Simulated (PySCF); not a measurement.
sulfur difluoride (F2S), SMILES FSF. Coordinates come from a r2SCAN-D4/def2-TZVP optimisation.

Q: Give the equilibrium geometry at r2SCAN-D4/def2-TZVP (PySCF confirms it by a frequency run) as a Z-matrix, and its point group. (Estimate from the structure and the level; the computed values follow.)

A: point group C2v.
```
S
F 1 1.6016
F 1 1.6016 2 98.69
```
